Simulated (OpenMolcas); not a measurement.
neutral nickel.

```yaml
Program: OpenMolcas 26.06
Method: CASSCF
Basis: ANO-RCC-VTZP [6s5p3d2f1g]
Scalar_Hamiltonian: DKH2, point nucleus
Active_space: 10 electrons in 6 orbitals (3d 4s)
State_averaging: 2S+1 = 3 even, 15 roots; 2S+1 = 1 even, 19 roots kept (CI in the orbitals of an earlier block)
Spin-orbit_coupling: state interaction with AMFI integrals over the reference wave functions, term energies averaged over their components
```

Levels without dynamic correlation, in cm⁻¹ above 3d⁸ 4s² ³F₄:

| Level | E |
| --- | --- |
| 3d⁸ 4s² ¹D₂ | 16137 |
| 3d⁸ 4s² ³P₂ | 19643 |
| 3d⁸ 4s² ¹G₄ | 25132 |

On this reference, MS-CASPT2, IPEA 0.25 Eh, imaginary shift 0.1 Eh (closed shells correlated: 3s 3p) puts 3d⁸ 4s² ¹D₂ at 13110 cm⁻¹.

Problem. Estimate the other levels at that method by one scale factor, and say how well it serves.

Solution. The factor is 13110 / 16137 = 0.812. Scaled values beside those that MS-CASPT2 gives:
| Level | Scaled | MS-CASPT2 | Miss (%) |
| --- | --- | --- | --- |
| 3d⁸ 4s² ³P₂ | 15950 | 16100 | -0.9 |
| 3d⁸ 4s² ¹G₄ | 20407 | 22440 | -9.1 |
For these levels the scaled values miss MS-CASPT2 by up to 9.1 %, as correlation changes each term by its own factor, spin-orbit parts do not scale and CASPT2 has its own spread within terms. This holds within one configuration; levels of others move differently, and the target method has errors of its own against measurement.

Term energies are means over components that CASPT2 splits; among the terms shown or strongly mixed into the levels shown the widest spread is 1300 cm-1 (3d⁸ 4s² ³F, MS-CASPT2). Over all roots computed the reference weight is 0.84 to 0.89 in MS-CASPT2; the roots of lowest weight are the least certain, and an intruder state may touch them. Terms from blocks run as CI alone lack orbitals of their own. Without dynamic correlation excited terms often stand tens of per cent too high (terms of higher spin than the ground term too low), and those without a measured partner can miss by more than the paired ones (holds for CASSCF). Levels of configurations outside the active space are missing.
